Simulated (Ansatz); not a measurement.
Basis sets compared for W₅⁺. Total charge 1; doublet. Geometry PBE0-D4/def2-SVP. Ansatz on 4 threads of Arm Neoverse V1 on a shared host; times are rough, and most runs start from earlier orbitals.

```xyz
5

W     0.6658    0.7658   -1.5354
W    -1.2006   -0.6193   -0.6991
W    -0.6068   -0.4060    1.6894
W     0.2470    1.4862    0.6375
W     0.8946   -1.2267   -0.0924
```

In the def2 sets W takes a core potential; there is no spin–orbit coupling. The structure comes from a short search, and lower isomers may exist.

| level | functions | energy (Eh) | HOMO (eV) | LUMO (eV) | wall time |
| --- | --- | --- | --- | --- | --- |
| PBE-D4/def2-SVP | 160 | -335.3658 | -7.55 | -7.17 | 10 s |
| PBE0-D4/def2-SVP | 160 | -335.0088 | -8.17 | -6.39 | 19 s |

(1) Estimate the rows for PBE-D4/def2-TZVP (with forces), PBE0-D4/def2-TZVP.

## Answers

(1) 
```tsv
level	functions	energy (Eh)	HOMO (eV)	LUMO (eV)	wall time
PBE-D4/def2-TZVP (with forces)	200	-335.4281	-7.48	-7.15	13 s
PBE0-D4/def2-TZVP	200	-335.0802	-8.07	-6.40	41 s
```
